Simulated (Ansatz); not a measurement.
Gas-phase electronic energies from Ansatz, PBE0-D4/def2-TZVP geometries. CBS: MP2 limit from def2 TZ/QZ plus the TZ coupled-cluster correction, frozen cores. This one scheme is used for every species. DFT in def2-TZVPP. For Ga outer-core shells are correlated without core-valence functions, which leaves a few kJ/mol of doubt a bond. Scalar relativity is left out up to krypton. One conformer a species, not always the lowest.

Consider the formal exchange of groups at a Ga–N bond: `C[NH][GaH][CH2]F` + CH₄ → `[CH3][GaH][CH2]F` + CH₃NH₂.

```json
{"level": "r2SCAN-D4", "ΔE (kJ/mol)": "71.5"}
{"level": "PBE0-D4", "ΔE (kJ/mol)": "65.4"}
{"level": "B2PLYP", "ΔE (kJ/mol)": "71.5"}
{"level": "PBE", "ΔE (kJ/mol)": "65.7"}
{"level": "PBE0", "ΔE (kJ/mol)": "62.7"}
{"level": "MP2/def2-QZVPP", "ΔE (kJ/mol)": "72.4"}
{"level": "SCS-MP2/def2-QZVPP", "ΔE (kJ/mol)": "71.8"}
{"level": "CCSD/CBS(def2)", "ΔE (kJ/mol)": "68.0"}
```

Question: What does CCSD(T)/CBS give? (Estimate.)

Answer: Ansatz gave: +70.3 kJ/mol. The listed levels differ from it by 1.2, -4.9, 1.2, -4.6, -7.6, 2.1, 1.5, -2.3 kJ/mol.

Largest T1 diagnostic among the species: 0.014.

In def2-TZVPP, CCSD(T) changes the Hartree–Fock value by +7.9 kJ/mol (the triples alone add +2.3 kJ/mol) and MP2 by +9.6 kJ/mol. From PBE to PBE0 (25 % exact exchange), in def2-TZVPP and without D4, ΔE moves by −3.0 kJ/mol.
